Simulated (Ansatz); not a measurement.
An input meant for the cluster Ba₁₃⁻ (charge -1, doublet).

```yaml
crystal:
  periodic: [false, false, false]
  atoms:
    - {symbol: Ba, position_ang: [-3.993139, 1.601773, -1.338349]}
    - {symbol: Ba, position_ang: [3.252885, 0.808112, -2.074996]}
    - {symbol: Ba, position_ang: [3.374271, -0.890622, 2.039151]}
    - {symbol: Ba, position_ang: [-0.759295, -0.292844, -3.905937]}
    - {symbol: Ba, position_ang: [0.246567, 0.922964, 4.673201]}
    - {symbol: Ba, position_ang: [-3.680797, -0.130485, 2.762359]}
    - {symbol: Ba, position_ang: [2.448986, 3.432654, 1.515275]}
    - {symbol: Ba, position_ang: [-2.983792, -2.765175, -0.818265]}
    - {symbol: Ba, position_ang: [-0.137337, 3.822258, -2.177361]}
    - {symbol: Ba, position_ang: [-0.267278, 0.353387, 0.304206]}
    - {symbol: Ba, position_ang: [-1.979483, 3.912763, 1.965730]}
    - {symbol: Ba, position_ang: [1.480178, -3.246083, -1.275499]}
    - {symbol: Ba, position_ang: [-0.368665, -3.075500, 2.922883]}
basis:
  gaussian: {orbitals: def2-TZVP, fitting: {mean_field: def2-universal-jkfit}}
total_charge: -1
magnetization: {spin_polarized: true, initial_magnetization: 1}
hamiltonian: {xc: {name: r2SCAN0}}
charge: 1
output: {forces: true}
```

```sh
$ ansatz run in.yaml --threads 2 --pin off --events-out ev --progress --plain --max-ram 32768MiB --backend cuda --devices 0, --max-vram 18GiB
```

Shortened log:

```
Error: YAML parse error: error: line 22 column 1: unknown field `charge`, expected one of crystal, accuracy, basis, kpoints, hamiltonian, magnetization, projection, total_charge, correlation, batch, efield, external_charges, scf, relax, neb, saddle, md, ramp, phonons, dielectric, real_time, elastic, magnetic_configurations, gw, evaluate, workflow, output, checkpoint, execution
20 | magnetization: {spin_polarized: true, initial_magnetization: 1}
21 | hamiltonian: {xc: {name: r2SCAN0}}
22 | charge: 1
23 | output: {forces: true}
```

Q: Something in this input is off. What?

A: The input holds a key that doesn't belong there (the charge goes under total_charge). The program refused the input.
